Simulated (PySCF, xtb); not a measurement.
Al(H)(Cl)(Et) (C2H6AlCl), SMILES C[CH2][AlH][Cl].

GFN2-xTB in xtb at its own geometry gives an orbital gap of 4.31 eV and a dipole moment of 1.64 D.

Geometry optimised at PBE0-D3(BJ)/def2-SVP. The structure was generated by enumeration; whether it is a known compound was not checked. One conformer was computed; it need not be the lowest.

**Question.** What does PBE/def2-TZVP run with PySCF give? (The exact figures need the calculation; the answer reports its results.)

**Answer.** gap 4.61 eV (levels -6.55 and -1.95 eV), dipole 1.88 D.
